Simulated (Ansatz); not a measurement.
Program: Ansatz. Geometries: PBE0-D4/def2-TZVP. ΔE: electronic, gas phase. CCSD(T)/CBS is the MP2 limit (def2-TZVPP, def2-QZVPP) plus CCSD(T) − MP2 in def2-TZVPP, frozen cores. This one scheme is used for every species, atoms too. DFT in def2-TZVPP. No spin–orbit coupling; open shells (•) take unrestricted orbitals. Spin–orbit coupling would lower the free atoms: a little for C, S, Si. One conformer a species, not always the lowest.

`CSS[SiH2][SiH3]` → C• + 8 H• + 2 S• + 2 Si•  (atomization)

`CSS[SiH2][SiH3]`:

```xyz
13

C     0.194   -2.485    1.128
S     1.323   -1.258    0.448
S     0.875    0.406    1.574
Si   -0.677    1.180    0.301
Si    0.196    1.859   -1.759
H     0.387   -3.407    0.575
H     0.395   -2.649    2.186
H    -0.843   -2.187    0.979
H    -1.736    0.146    0.140
H    -1.259    2.342    1.032
H     0.898    0.738   -2.433
H     1.153    2.974   -1.531
H    -0.903    2.342   -2.640
```

| level | ΔE (eV) |
| --- | --- |
| PBE | 42.10 |
| HF/CBS(def2) | 31.01 |

(1) What does CCSD(T)/CBS give? (Best estimate.)

Largest T1 diagnostic among the species: 0.013.

Answers

(1) Ansatz gave: +42.26 eV. The listed levels differ from it by -0.16, -11.25 eV.

From PBE to PBE0 (25 % exact exchange), in def2-TZVPP and without D4, ΔE moves by −0.31 eV: exact exchange takes away binding that semilocal exchange gives to molecules. The D4 term adds +0.64 eV with B3LYP and +0.34 eV with PBE0; it sums over pairs of atoms, weighted by their polarisabilities, and B3LYP, whose exchange is more repulsive, gets the larger term.

B3LYP here is the variant with VWN-RPA as its local correlation; programs differ in this.

For atomizations the MP2-based limit and the directly extrapolated one differ by several kJ/mol either way, and by 10 to 25 for some Ge, Se and Sn compounds, so smaller differences from it don't rank the levels.
